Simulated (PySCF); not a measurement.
Record of a relaxation.

C4H8F2Si.
Atom-mapped SMILES: `[F:1][C@@H:2]1[CH2:3][SiH2:4][C@@H:5]([F:6])[CH2:7]1` (hydrogens: H8 on C2; H9, H10 on C3; H11, H12 on Si4; H13 on C5; H14, H15 on C7)

Method: PBE0-D3(BJ)/def2-SVP geometry optimisation, gas phase (PySCF 2.14.0); density fitting, grid level 1; the optimiser is geomeTRIC in internal coordinates, started from a GFN2-xTB structure with every atom displaced at random (about 0.01 Å). The frame can shift and turn from step to step; on so coarse a grid that alone can change the energy by a few meV, and forces under 0.02 eV/Å are noise.

Step 0: E = -17566.5562 eV, largest atomic force 1.911 eV/Å
```
atom  x, y, z in Å  |  force x, y, z in eV/Å
F1     -1.476   -2.021    0.491    0.050   0.171   0.006
C2     -0.692   -0.885    0.595    0.013  -0.182  -0.586
C3     -1.401    0.337   -0.013    1.278   0.406   1.362
Si4     0.062    1.562   -0.393   -0.917  -1.407   0.453
C5      1.382    0.197   -0.186    0.171  -0.043   0.887
F6      2.015    0.403    1.048   -0.129  -0.006   0.043
C7      0.640   -1.120   -0.139   -1.056   0.871   0.026
H8     -0.489   -0.742    1.665    0.024   0.164   0.158
H9     -2.150    0.722    0.688   -0.181   0.123  -0.043
H10    -1.890    0.020   -0.907   -0.566  -0.283  -1.095
H11    -0.010    2.058   -1.755   -0.016   0.449  -0.708
H12     0.220    2.600    0.624    0.080   0.467   0.241
H13     2.164    0.191   -0.921    0.690  -0.050  -0.795
H14     1.201   -1.894    0.357    0.608  -0.565   0.255
H15     0.408   -1.445   -1.160   -0.049  -0.114  -0.204
```

Step 1: E = -17566.6815 eV, largest atomic force 0.413 eV/Å
```
atom  x, y, z in Å  |  force x, y, z in eV/Å
F1     -1.216   -1.827    0.699    0.063   0.214  -0.049
C2     -0.647   -0.568    0.721   -0.052  -0.114   0.199
C3     -1.608    0.499    0.209   -0.156  -0.021  -0.382
Si4    -0.463    1.918   -0.329    0.262   0.185   0.063
C5      1.150    0.875   -0.144    0.123   0.021  -0.250
F6      1.712    1.172    1.095    0.001  -0.054   0.015
C7      0.617   -0.543   -0.127    0.027  -0.268   0.163
H8     -0.368   -0.355    1.774   -0.070  -0.015  -0.144
H9     -2.383    0.763    0.941   -0.017   0.024   0.020
H10    -2.124    0.102   -0.694    0.131   0.054   0.253
H11    -0.662    2.435   -1.722   -0.122  -0.151   0.051
H12    -0.411    3.088    0.598   -0.082  -0.034   0.011
H13     1.936    1.000   -0.915   -0.173   0.054   0.143
H14     1.355   -1.265    0.264    0.038   0.083  -0.081
H15     0.353   -0.854   -1.153    0.026   0.021  -0.013
```

Step 2: E = -17566.6973 eV, largest atomic force 0.156 eV/Å
```
atom  x, y, z in Å  |  force x, y, z in eV/Å
F1     -1.223   -1.816    0.689    0.009   0.023  -0.011
C2     -0.647   -0.565    0.722   -0.032  -0.064   0.031
C3     -1.603    0.503    0.203   -0.037   0.019  -0.111
Si4    -0.456    1.921   -0.321    0.116   0.093   0.046
C5      1.155    0.873   -0.145   -0.004  -0.017  -0.058
F6      1.723    1.163    1.092    0.018   0.003   0.029
C7      0.624   -0.548   -0.121   -0.041  -0.037   0.022
H8     -0.380   -0.353    1.772    0.005  -0.006   0.002
H9     -2.382    0.771    0.930    0.008  -0.007   0.013
H10    -2.110    0.105   -0.694    0.022  -0.001   0.042
H11    -0.694    2.411   -1.713   -0.039  -0.059  -0.013
H12    -0.431    3.088    0.607   -0.023  -0.012   0.004
H13     1.931    1.007   -0.917   -0.020   0.032   0.013
H14     1.372   -1.262    0.261    0.016   0.040  -0.006
H15     0.362   -0.856   -1.149    0.001  -0.009  -0.003
```

Step 3: E = -17566.6994 eV, largest atomic force 0.036 eV/Å
```
atom  x, y, z in Å  |  force x, y, z in eV/Å
F1     -1.223   -1.817    0.682    0.002  -0.003  -0.004
C2     -0.648   -0.568    0.722    0.000   0.007  -0.011
C3     -1.600    0.503    0.200    0.005   0.011   0.018
Si4    -0.452    1.924   -0.318    0.003   0.022   0.021
C5      1.156    0.876   -0.145   -0.029  -0.017   0.011
F6      1.728    1.165    1.093    0.004  -0.002   0.004
C7      0.626   -0.547   -0.118   -0.005   0.020  -0.025
H8     -0.384   -0.359    1.774    0.003  -0.007   0.013
H9     -2.381    0.768    0.926    0.001  -0.007   0.004
H10    -2.103    0.103   -0.696   -0.011  -0.006  -0.020
H11    -0.709    2.396   -1.712    0.002  -0.016  -0.014
H12    -0.442    3.091    0.610   -0.003  -0.001  -0.002
H13     1.928    1.016   -0.917    0.012   0.003  -0.012
H14     1.380   -1.254    0.262    0.010   0.004   0.012
H15     0.365   -0.857   -1.146    0.005  -0.008   0.004
```

Step 4: E = -17566.6997 eV, largest atomic force 0.021 eV/Å
```
atom  x, y, z in Å  |  force x, y, z in eV/Å
F1     -1.219   -1.819    0.678   -0.003  -0.009  -0.002
C2     -0.646   -0.569    0.722    0.005   0.009  -0.009
C3     -1.600    0.502    0.200    0.007   0.001   0.020
Si4    -0.455    1.925   -0.317   -0.011   0.004   0.007
C5      1.155    0.879   -0.143   -0.008   0.000   0.006
F6      1.727    1.168    1.094    0.000  -0.001   0.001
C7      0.628   -0.545   -0.118   -0.001   0.013  -0.016
H8     -0.384   -0.362    1.774    0.000  -0.005   0.003
H9     -2.382    0.763    0.927    0.001  -0.005   0.001
H10    -2.102    0.101   -0.697   -0.006   0.000  -0.010
H11    -0.713    2.389   -1.713    0.007  -0.007  -0.006
H12    -0.448    3.093    0.609   -0.001   0.002  -0.004
H13     1.927    1.021   -0.917    0.005   0.003  -0.004
H14     1.384   -1.248    0.264    0.002   0.002   0.009
H15     0.370   -0.856   -1.146    0.004  -0.006   0.004
```

Question: Summarise the path.

Answer: The energy falls by 0.1435 eV from step 0 to step 4; nine tenths of that is first reached at step 2. It falls at every step. The largest force goes from 1.911 to 0.021 eV/Å. Among the bonds C3–Si4 changes most, from 1.946 to 1.899 Å; the atoms move by 0.069 Å rms after alignment.

Question: Follow the three bonds and two angles with the largest change from start to end.

Answer: 
```json
{"step": "0", "E above end (eV)": "0.1435", "largest force (eV/Å)": "1.911", "C3–Si4 (Å)": "1.946", "Si4–H11 (Å)": "1.451", "C3–H10 (Å)": "1.067", "H11–Si4–H12 (°)": "114.5", "Si4–C5–C7 (°)": "106.6"}
{"step": "1", "E above end (eV)": "0.0181", "largest force (eV/Å)": "0.413", "C3–Si4 (Å)": "1.901", "Si4–H11 (Å)": "1.499", "C3–H10 (Å)": "1.113", "H11–Si4–H12 (°)": "108.2", "Si4–C5–C7 (°)": "102.3"}
{"step": "2", "E above end (eV)": "0.0024", "largest force (eV/Å)": "0.156", "C3–Si4 (Å)": "1.897", "Si4–H11 (Å)": "1.494", "C3–H10 (Å)": "1.105", "H11–Si4–H12 (°)": "109.0", "Si4–C5–C7 (°)": "102.6"}
{"step": "3", "E above end (eV)": "0.0003", "largest force (eV/Å)": "0.036", "C3–Si4 (Å)": "1.898", "Si4–H11 (Å)": "1.494", "C3–H10 (Å)": "1.103", "H11–Si4–H12 (°)": "109.6", "Si4–C5–C7 (°)": "102.7"}
{"step": "4", "E above end (eV)": "0.0000", "largest force (eV/Å)": "0.021", "C3–Si4 (Å)": "1.899", "Si4–H11 (Å)": "1.494", "C3–H10 (Å)": "1.103", "H11–Si4–H12 (°)": "109.7", "Si4–C5–C7 (°)": "102.7"}
```

What follows is the cost of the whole optimisation. On one thread, Arm Neoverse V1 (aarch64), shared host with 32 logical CPUs at a one-minute load of 20, this took 51 s wall and 0.58 GiB of memory at its peak.
